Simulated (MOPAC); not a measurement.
Job for MOPAC: PM7 on CH7NOSi (a complex), monomers drawn apart or pushed together.

```
PM7 1SCF PRECISE CHARGE=0 THREADS=1
CH7NOSi

Si    -0.01403670 1    -0.00036480 1     0.16241460 1
H      0.61465938 1     1.04075699 1     1.01291208 1
H      0.23914788 1     0.38959032 1    -1.24868458 1
H     -1.47000788 1    -0.03709266 1     0.39428840 1
H      0.62066218 1    -1.30879196 1     0.41315955 1
N      0.90083851 1     0.37639702 1     6.50813770 1
C      0.02081264 1    -0.65058357 1     6.52944608 1
O     -0.53341724 1    -1.11057608 1     5.55438853 1
H      1.12403812 1     0.81741609 1     5.62965094 1
H      1.32173387 1     0.71821750 1     7.35352851 1
H     -0.15013647 1    -1.04486853 1     7.54707965 1
```

It printed:

```
*******************************************************************************
 **                                                                           **
 **                              MOPAC v23.2.5                                **
 **                                                                           **
 *******************************************************************************
 ** MOPAC's Digital Object Identifier: https://doi.org/10.5281/zenodo.6511958 **
 **                                                                           **
 ** Please cite the open-source release paper for use of this MOPAC version:  **
 ** J. E. Moussa and J. J. P. Stewart (2026)                                  **
 ** MOPAC: An open-source semiempirical molecular orbital program             **
 ** J. Open Source Softw., 11(119), 8025, https://doi.org/10.21105/joss.08025 **
 *******************************************************************************

                              PM7 CALCULATION RESULTS

 *******************************************************************************
 *  PM7        - The PM7 Hamiltonian to be used
 *
 *
 *
 *                 CHARGE ON SYSTEM = 0
 *
 *
 *
 *  PRECISE    - TIGHTER CRITERIA TO BE USED
 *  1SCF       - DO 1 SCF AND THEN STOP
 *  THREADS=1  - MULTI-THREADING NOT USED
 *  T=         - A TIME OF 172800.0 SECONDS REQUESTED
 *  DUMP=N     - RESTART FILE WRITTEN EVERY 7200.0 SECONDS REQUESTED
 *******************************************************************************
PM7 1SCF PRECISE CHARGE=0 THREADS=1
 CH7NOSi

   ATOM   CHEMICAL          X               Y               Z
  NUMBER   SYMBOL      (ANGSTROMS)     (ANGSTROMS)     (ANGSTROMS)

     1      Si         -0.01403670  *  -0.00036480  *   0.16241460  *
     2       H          0.61465938  *   1.04075699  *   1.01291208  *
     3       H          0.23914788  *   0.38959032  *  -1.24868458  *
     4       H         -1.47000788  *  -0.03709266  *   0.39428840  *
     5       H          0.62066218  *  -1.30879196  *   0.41315955  *
     6       N          0.90083851  *   0.37639702  *   6.50813770  *
     7       C          0.02081264  *  -0.65058357  *   6.52944608  *
     8       O         -0.53341724  *  -1.11057608  *   5.55438853  *
     9       H          1.12403812  *   0.81741609  *   5.62965094  *
    10       H          1.32173387  *   0.71821750  *   7.35352851  *
    11       H         -0.15013647  *  -1.04486853  *   7.54707965  *



          CARTESIAN COORDINATES

    NO.       ATOM           X           Y           Z

     1        Si         -0.0140     -0.0004      0.1624
     2         H          0.6147      1.0408      1.0129
     3         H          0.2391      0.3896     -1.2487
     4         H         -1.4700     -0.0371      0.3943
     5         H          0.6207     -1.3088      0.4132
     6         N          0.9008      0.3764      6.5081
     7         C          0.0208     -0.6506      6.5294
     8         O         -0.5334     -1.1106      5.5544
     9         H          1.1240      0.8174      5.6297
    10         H          1.3217      0.7182      7.3535
    11         H         -0.1501     -1.0449      7.5471

 General Reference for PM7:
 "Optimization of Parameters for Semiempirical Methods VI: More Modifications to the
 NDDO Approximations and Re-optimization of Parameters", J. J. P. Stewart, J. Mol. Mod., 1:32, 19 (2013)
 https://link.springer.com/article/10.1007/s00894-012-1667-x

           Empirical Formula: C H7 N O Si  =    11 atoms



      MOLECULAR POINT GROUP   :   C1


      RHF CALCULATION, NO. OF DOUBLY OCCUPIED LEVELS = 13


 -------------------------------------------------------------------------------
 PM7 1SCF PRECISE CHARGE=0 THREADS=1
 CH7NOSi



     1SCF WAS SPECIFIED, SO BFGS WAS NOT USED
     SCF FIELD WAS ACHIEVED


                              PM7 CALCULATION
                                                       MOPAC v23.2.5 Linux




          FINAL HEAT OF FORMATION =        -28.95719 KCAL/MOL =    -121.15686 KJ/MOL


          COSMO AREA              =        156.31 SQUARE ANGSTROMS
          COSMO VOLUME            =        126.44 CUBIC ANGSTROMS

          IONIZATION POTENTIAL    =         10.567389 EV
          HOMO LUMO ENERGIES (EV) =        -10.567  1.208
          NO. OF FILLED LEVELS    =         13
          MOLECULAR WEIGHT        =         77.1579         POINT GROUP:  C1

          MOLECULAR DIMENSIONS (Angstroms)

            Atom       Atom       Distance
            H    11    H     3     8.92046
            H    10    H     4     3.60397
            H     5    H    10     2.15753


          SCF CALCULATIONS        =          1





   ATOM   CHEMICAL          X               Y               Z
  NUMBER   SYMBOL      (ANGSTROMS)     (ANGSTROMS)     (ANGSTROMS)

     1      Si         -0.01403670  *  -0.00036480  *   0.16241460  *
     2       H          0.61465938  *   1.04075699  *   1.01291208  *
     3       H          0.23914788  *   0.38959032  *  -1.24868458  *
     4       H         -1.47000788  *  -0.03709266  *   0.39428840  *
     5       H          0.62066218  *  -1.30879196  *   0.41315955  *
     6       N          0.90083851  *   0.37639702  *   6.50813770  *
     7       C          0.02081264  *  -0.65058357  *   6.52944608  *
     8       O         -0.53341724  *  -1.11057608  *   5.55438853  *
     9       H          1.12403812  *   0.81741609  *   5.62965094  *
    10       H          1.32173387  *   0.71821750  *   7.35352851  *
    11       H         -0.15013647  *  -1.04486853  *   7.54707965  *

                             CARTESIAN COORDINATES

   1   Si       -0.014036700    -0.000364800     0.162414600
   2    H        0.614659380     1.040756990     1.012912080
   3    H        0.239147880     0.389590320    -1.248684580
   4    H       -1.470007880    -0.037092660     0.394288400
   5    H        0.620662180    -1.308791960     0.413159550
   6    N        0.900838510     0.376397020     6.508137700
   7    C        0.020812640    -0.650583570     6.529446080
   8    O       -0.533417240    -1.110576080     5.554388530
   9    H        1.124038120     0.817416090     5.629650940
  10    H        1.321733870     0.718217500     7.353528510
  11    H       -0.150136470    -1.044868530     7.547079650


           Empirical Formula: C H7 N O Si  =    11 atoms



      MOLECULAR POINT GROUP   :   C1


                  EIGENVALUES
 -37.46216 -30.16245 -22.50153 -18.96233 -18.41576 -16.61323 -14.59153 -14.15805
 -12.34489 -12.27982 -12.18189 -10.58787 -10.56739   1.20848   2.50472   2.58237
   2.69650   2.79301   4.50986   4.94428   5.57872   6.55064   8.29443  20.64256
  20.64577  21.46075  21.47612  21.50353


              NET ATOMIC CHARGES AND DIPOLE CONTRIBUTIONS

  ATOM NO.   TYPE          CHARGE      No. of ELECS.   s-Pop       p-Pop       d-Pop
    1         Si          -0.015760        4.0158     0.93810     2.98354     0.09412
    2          H           0.000565        0.9994     0.99944
    3          H           0.001078        0.9989     0.99892
    4          H           0.007520        0.9925     0.99248
    5          H           0.006596        0.9934     0.99340
    6          N          -0.683151        5.6832     1.53925     4.14390
    7          C           0.468216        3.5318     1.09894     2.43284
    8          O          -0.519899        6.5199     1.88021     4.63969
    9          H           0.309194        0.6908     0.69081
   10          H           0.308336        0.6917     0.69166
   11          H           0.117306        0.8827     0.88269
 DIPOLE           X         Y         Z       TOTAL
 POINT-CHG.     1.936     1.726     2.974     3.946
 HYBRID         0.243     0.343    -0.173     0.455
 SUM            2.178     2.069     2.800     4.107


          ATOMIC ORBITAL ELECTRON POPULATIONS

     Atom    s        px        py        pz      x^2-y^2     xz        z^2       yz        xy
    1 Si   0.93810   0.99882   0.99545   0.98927   0.02466   0.00804   0.02742   0.01740   0.01660
    2  H   0.99944
    3  H   0.99892
    4  H   0.99248
    5  H   0.99340
    6  N   1.53925   1.50577   1.41821   1.21992
    7  C   1.09894   0.74084   0.75923   0.93278
    8  O   1.88021   1.52711   1.62094   1.49164
    9  H   0.69081
   10  H   0.69166
   11  H   0.88269

 **********************
 *                    *
 * JOB ENDED NORMALLY *
 *                    *
 **********************




 == MOPAC DONE ==
```

The run finished.

Cost: very roughly 0.020 core-seconds.
